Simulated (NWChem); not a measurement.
System: C₂H₄FNSi; SMILES N#C[C@@H](F)[SiH3]

Results from NWChem. Geometry: optimised at PBE0/def2-SVP. Level: PBE0/def2-SVP with SMD (1 M gas to 1 M solution), gas-phase geometry. Reactions with the solvent are ignored.

### Question
Predict the results for solvent toluene. Quantities: solvation free energy (kcal/mol); cavity-dispersion-structure term (kcal/mol); dipole in solution (D).

### Answer
| Item | Result |
|---|---|
| solvation free energy (kcal/mol) | -2.5 |
| cavity-dispersion-structure term (kcal/mol) | 0.9 |
| dipole in solution (D) | 3.87 |
